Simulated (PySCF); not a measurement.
# Correlation energy of S (sulfur, neutral)

[Ne] 3s2 3p3 3d1, high-spin 5D determinant (an excited configuration). Calculation: PySCF 2.14, in aug-cc-pwCVTZ (8s7p5d3f, 75 functions); no relativity, point nucleus. Frozen: [Ne]; 6 electrons correlated.

```json
{"level": "CCSD", "correlation energy (mhartree)": "-120.37"}
{"level": "(T)", "correlation energy (mhartree)": "-4.16"}
{"level": "CCSD(T)", "correlation energy (mhartree)": "-124.53"}
```

Diagnostics: T1 = 0.0047, D1 = 0.0097, largest double amplitude 0.044.

The outer electron is Rydberg-like, and this basis confines it to a smaller radius and binds it less than a complete one would.

Cost of the coupled-cluster step: about 5 core-seconds, for 6 correlated electrons.
